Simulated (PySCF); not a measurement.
How methods differ on the excitation energy of N(2+)

N(2+) [He] 2s2 2p1 (2P) → N(2+) [He] 2s1 2p2, s spin flipped, as a difference of total energies. Calculation: PySCF 2.14, in x2c-QZVPPall with one added diffuse shell each of s, p, d, f type (8s5p4d3f1g, 73 functions); scalar relativity by spin-free X2C-1e. Correlated levels: valence: 1s2 frozen. The calculations carry no spin-orbit coupling.

| method | excitation energy (eV) |
| --- | --- |
| UHF | 13.928 |
| MP2 (valence) | 13.014 |
| SCS-MP2 (valence) | 12.929 |

Question: How much does correlation contribute at MP2 (valence)?

Answer: 13.014 − (13.928) = -0.914 eV, measured against UHF.

The upper determinant mixes two multiplicities, so it lies between the two terms.

The coupled-cluster amplitudes are large for the upper state (T1 above 0.03 or a double amplitude above 0.15), so a single reference is strained.
